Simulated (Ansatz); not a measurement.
`OB[SiH](O)F`, charge 0, multiplicity 1.

Give a relaxed structure at PBE0-D4/def2-TZVP (Ansatz). (Estimate.)

The calculation gave: 
Z-matrix (Å, degrees):
```
Si
B 1 2.025
F 1 1.607 2 108.8
O 1 1.640 2 106.5 3 118.3
H 1 1.489 2 116.9 3 -118.3
O 2 1.350 1 118.0 3 119.0
H 2 1.204 1 122.3 3 -61.1
H 4 0.958 1 118.6 2 169.0
H 6 0.962 2 113.8 1 179.8
```
This is one stationary point; other conformers may exist.
